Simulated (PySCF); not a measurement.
Exercise with solution: oscillator strength and radiative lifetime

H2OPbS, SMILES [OH][Pb][SH] (connectivity only; charge and spin as stated), neutral, multiplicity 1.

Geometry optimised at PBE-D3(BJ)/def2-TZVP. The def2 effective core potentials stand for the cores of Pb; spin–orbit coupling is left out. The values are those of a single conformer.

TDDFT-PBE0/def2-SVPD run with PySCF puts the first singlet state with f over 0.02 at 3.97 eV (vertical), with the transition dipole (-0.023, -0.517, 0.000) in atomic units.

**Question.** Find the oscillator strength, the wavelength and the radiative lifetime that this transition would have in vacuum if emission retraced absorption.

**Answer.** 
|μ|² = 0.2678 au, so |μ| = 1.32 D. ΔE = 3.97/27.211 = 0.1459 hartree. f = (2/3) ΔE |μ|² = 0.026 (the program prints 0.026).
λ = 1239.84/3.97 = 312 nm; ν = 32020 cm⁻¹.
Einstein's coefficient A = 0.6670 ν² f s⁻¹ (ν in cm⁻¹) = 1.8e7 s⁻¹, so τ = 1/A = 56 ns. This state is S2; the lower singlet has f = 0.014. The figure is the radiative limit of this one transition; relaxation, internal conversion, crossing to triplets and a medium change what is measured.
